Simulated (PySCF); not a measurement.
CsI, SMILES [I][Cs].

Coordinates come from a PBE-D3(BJ)/def2-TZVPD optimisation. The def2 effective core potentials stand for the cores of Cs, I; spin–orbit coupling is left out.

All values below come from PySCF with M06-2X/def2-TZVPD.

The molecule is in vacuum.

Question: Estimate the frontier levels, gap, dipole moment and polarisability. (The exact figures need the calculation; the answer reports its results.)

Answer: 
The highest occupied level is -6.42 eV, the lowest empty level comes out as -1.27 eV and the orbital gap comes out as 5.15 eV. The dipole moment is 11.80 D and the quadrupole, principal values (traceless, Buckingham form, about the centre of nuclear charge) is -1.06, -1.06, 2.11 D·Å. The mean static polarisability is 75.2 bohr³ (11.14 Å³) and the polarisability, principal values is 64.6, 64.6, 96.3 bohr³.
